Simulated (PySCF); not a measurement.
## Selenium: highly charged ions in a basis for the neutral atom

Se¹⁷⁺ [Ne] 3s2 3p5, Se¹⁸⁺ [Ne] 3s2 3p4. Calculation: PySCF 2.14, in Sapporo-DKH3-DZP-2012; the spin-free X2C one-electron Hamiltonian (Gaussian nucleus). No spin-orbit coupling, so a gap to NIST mixes the basis error with missing relativistic terms.

Changed run: basis of the neutral atom used for a highly charged ion. This setting is unsound on purpose.

```tsv
species	method	sound run (hartree)	changed run (hartree)	converged
Se¹⁷⁺	UHF	not run	-2275.34682	yes
Se¹⁷⁺	M06-L	not run	-2276.20289	yes
Se¹⁷⁺	TPSS	not run	-2276.28373	yes
Se¹⁸⁺	UHF	not run	-2249.77395	yes
Se¹⁸⁺	M06-L	not run	-2250.55944	yes
Se¹⁸⁺	TPSS	not run	-2250.63854	yes
```

Ionisation energy of Se¹⁷⁺:

| method | changed run (eV) | NIST (eV) |
| --- | --- | --- |
| UHF | 695.87 | 693.4 ± 0.7 |
| M06-L | 697.79 | 693.4 ± 0.7 |
| TPSS | 697.84 | 693.4 ± 0.7 |

The contracted functions were made for the neutral atom and can be too rigid for a highly charged ion.
